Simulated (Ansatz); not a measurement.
Breaking a bond: GeNa (anion, charge -1), lowest triplet found (which spin is the ground state isn't settled by this scan).

- UKS-PBE = unrestricted PBE/aug-cc-pVDZ (Ansatz, a program for electronic structure)
- UKS-B3LYP = unrestricted B3LYP/aug-cc-pVDZ (Ansatz)
- FCI = Ansatz with full CI/aug-cc-pVDZ, cores with 3d frozen

Energies relative to the lowest point of each curve between 2.61 and 3.84 Å, where full CI is lowest, in mEh; the last columns give the error against full CI:

```tsv
R / Å	UKS-PBE	UKS-B3LYP	FCI	UKS-PBE − FCI	UKS-B3LYP − FCI
2.08	59.9	60.1	71.3	-11.3	-11.2
2.23	33.1	33.2	41.4	-8.3	-8.2
2.36	18.5	18.5	24.6	-6.1	-6.0
2.47	10.4	10.5	14.9	-4.5	-4.5
2.61	4.2	4.3	7.1	-2.8	-2.8
2.71	1.8	1.8	3.6	-1.8	-1.8
2.79	0.7	0.7	1.8	-1.1	-1.1
2.87	0.1	0.1	0.7	-0.6	-0.6
2.95	0.0	0.0	0.1	-0.1	-0.1
3.09	0.6	0.6	0.0	0.6	0.6
3.26	2.3	2.2	1.1	1.2	1.1
3.41	4.2	4.1	2.7	1.5	1.4
3.62	7.1	6.9	5.4	1.7	1.5
3.84	10.2	10.0	8.6	1.6	1.4
4.19	14.7	14.3	13.5	1.3	0.8
4.60	19.0	18.4	18.5	0.5	-0.1
5.09	22.8	22.0	23.2	-0.5	-1.2
5.68	25.6	24.8	27.3	-1.7	-2.5
6.35	27.2	26.4	30.2	-3.0	-3.8
7.16	27.8	27.2	32.3	-4.5	-5.1
8.36	27.3	27.2	—	—	—
9.70	26.2	26.5	—	—	—
```

UKS-PBE is furthest from FCI at 2.08 (-11.3 mEh, below); its mean absolute error over the points is 2.7 mEh.

UKS-B3LYP is furthest from FCI at 2.08 (-11.2 mEh, below); its mean absolute error over the points is 2.8 mEh.

Dashes: no converged value, or the column stops at the first point that the program doubted or that broke a chosen test of continuity, which isn't proof of a fault.

The unrestricted determinant behind UKS-PBE, UKS-B3LYP is spin-contaminated at 2.08 to 9.70 Å (<S²> up to 2.7, against 2.00 for a pure triplet). Where the anion isn't bound against loss of the electron, the finite basis alone holds it. Also computed but left out beside FCI, since their determinant holds another spin at the minimum (<S²> over 0.7 above the pure value): UHF, UMP2, UCCSD, UCCSD(T), UCCSDT, UCCSDT(Q), UHF/LANL2DZ.
